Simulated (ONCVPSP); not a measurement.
## Ta ONCV: all-electron and pseudo phase curves

```
Element                 : Ta (Z = 73)
Generator               : ONCVPSP 4.0.1
Type                    : optimised norm-conserving Vanderbilt (ONCV)
Functional              : PBE
Relativity              : scalar-relativistic
Frozen core             : [Kr] 4d10 4f14
Valence charge          : 13
Reference configuration : 5s2 5p6 5d3 6s1 (charge +1)
Partial waves           : 5s+6s: rc 1.85 bohr, ncon 3, nbas 6, qcut 5.2 1/bohr, 3 projectors, debl 2.2 Ha; 5p: rc 1.90 bohr, ncon 3, nbas 7, qcut 7.4 1/bohr, 2 projectors, debl 3.8 Ha; 5d: rc 1.85 bohr, ncon 5, nbas 9, qcut 7.3 1/bohr, local
Local potential         : the d channel
Core correction         : Teter function fitted to the true core (icmod 2), fcfact 0.5
```

The phase is arctan(r·R′/R) of the radial function R(r), unwrapped; energies in Ha, scanned from -4 to 5 Ha. A pole is an energy at which the radial function vanishes at the test radius. The pseudo phase is shifted by a multiple of π to meet the all-electron one at the reference energy, and phase errors are pseudo minus all-electron; the curves can meet again beyond the range given. Levels narrower than the energy grid can be missing from the lists of poles.

```csv
channel,radius (bohr),reference energy (Ha),"poles, all-electron","poles, pseudo",unbroken range about the reference energy with phases within 0.05 rad,phase error 1 Ha above the reference energy (rad)
s,1.88,-0.43,"-2.67, 4.70","-2.67, 4.67",the whole range,+0.000
p,1.93,-1.71,-1.24,-1.24,the whole range,-0.001
d,1.88,-0.39,1.03,1.01,below 2.7,-0.002
```

Phases in the p channel:

| E (Ha) | all-electron | pseudo |
| --- | --- | --- |
| -3.98 | 1.266 | 1.266 |
| -3.50 | 1.209 | 1.208 |
| -3.02 | 1.100 | 1.098 |
| -2.54 | 0.792 | 0.789 |
| -2.06 | -0.583 | -0.584 |
| -1.58 | -1.407 | -1.407 |
| -1.10 | -1.616 | -1.616 |
| -0.62 | -1.732 | -1.733 |
| -0.14 | -1.840 | -1.841 |
| 0.34 | -1.985 | -1.988 |
| 0.82 | -2.259 | -2.263 |
| 1.30 | -2.916 | -2.920 |
| 1.78 | -3.813 | -3.814 |
| 2.26 | -4.237 | -4.237 |
| 2.74 | -4.419 | -4.419 |
| 3.22 | -4.517 | -4.518 |
| 3.70 | -4.579 | -4.581 |
| 4.18 | -4.623 | -4.627 |
| 4.66 | -4.657 | -4.663 |
